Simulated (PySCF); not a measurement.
FH₃N₂SW, SMILES [S]=[W](=[NH])([F])[NH2], multiplicity 1. Heavy atoms are numbered as in [W:1](=[NH:2])(=[S:4])([F:5])[NH2:6]. Hydrogens are named by the atom that carries them.

Coordinates come from a PBE-D3(BJ)/def2-SVP optimisation. The multiplicity is an assumed one; no other spin state was optimised. The structure was generated by enumeration; whether it is a known compound was not checked. The def2 effective core potentials stand for the cores of W; spin–orbit coupling is left out. One conformer was computed; it need not be the lowest.

These are PBE/def2-TZVP (PySCF) values and carry that method's errors.

ESP charges are fitted to the potential on shells at 1.4 to 2.0 van der Waals radii. Atomic charges (e), one atom of each kind:

```json
[
 {"atom": "W1", "Löwdin": "0.33", "ESP fit": "0.80", "Mulliken": "___"},
 {"atom": "N2 (NH)", "Löwdin": "-0.32", "ESP fit": "-0.57", "Mulliken": "___"},
 {"atom": "H on N2", "Löwdin": "0.16", "ESP fit": "0.34", "Mulliken": "0.25"},
 {"atom": "S4", "Löwdin": "0.04", "ESP fit": "-0.30", "Mulliken": "-0.35"},
 {"atom": "F5", "Löwdin": "-0.21", "ESP fit": "-0.22", "Mulliken": "-0.35"},
 {"atom": "N6 (NH2)", "Löwdin": "-0.33", "ESP fit": "-0.74", "Mulliken": "-0.64"},
 {"atom": "H on N6", "Löwdin": "0.17", "ESP fit": "0.35", "Mulliken": "___"}
]
```

Problem. Complete the blanks. (An estimate is asked for; the answer gives what the named calculation found.)

Solution. 
- W1, Mulliken: 1.09
- N2 (NH), Mulliken: -0.53
- H on N6, Mulliken: 0.27
